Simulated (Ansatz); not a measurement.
Geometry optimisation, Ansatz 0.2.0, UKS PBE/def2-SVP.

Input file:

```yaml
crystal:
  periodic: [false, false, false]
  atoms:
    - { symbol: Ga, position_ang: [0.0, 0.0, 0.0] }
    - { symbol: H, position_ang: [0.0, 0.0, 1.82] }
    - { symbol: Cl, position_ang: [1.9398, 0.0, -1.12] }
    - { symbol: Cl, position_ang: [-1.9398, 0.0, -1.12] }
    - { symbol: Cl, position_ang: [0.0, 0.0, 3.49] }
magnetization:
  spin_polarized: true
  initial_magnetization: 1
basis:
  gaussian: { orbitals: def2-SVP }
hamiltonian:
  xc: pbe
relax:
  f_tol: 0.15
  max_steps: 25
  restrain:
    - { distance: [1, 4], at: 2.57, k: 30.0 }
    - { distance: [0, 1], at: 1.57, k: 30.0 }
output:
  orbitals: {}
```

Command:

```bash
$ ansatz run input.yaml --threads 2 --pin off --max-ram 3072MiB --backend cpu --events-out ev --progress --plain --runs-dir out
```

Problem. Where does it end, and by what steps?

Solution. The forces met the threshold. The restraints hold the end off the free minimum; the threshold counts their pulls, which the force column leaves out. Restrained pairs: H2–Cl5 (1.67 → 2.56 Å), Ga1–H2 (1.82 → 1.57 Å). After 4 steps the energy has risen by 0.548 eV (the restraints' own energy left out); Cl5 moved furthest, 0.56 Å.

```csv
step,energy less start (eV),largest force component (eV/Å),accepted
0,0.0000,1.762,yes
1,0.3664,0.938,yes
2,0.5326,1.255,yes
3,0.5492,0.420,yes
4,0.5483,0.363,yes
```

```xyz
5
Properties=species:S:1:pos:R:3
Ga 0.000 0.000 -0.082
H 0.000 0.000 1.489
Cl 1.838 0.000 -1.192
Cl -1.838 0.000 -1.192
Cl 0.000 0.000 4.047
```

Time of the run: 25 s on 2 threads of Intel(R) Xeon(R) 6975P-C (Granite Rapids), on a shared host, peak memory 0.22 GiB.
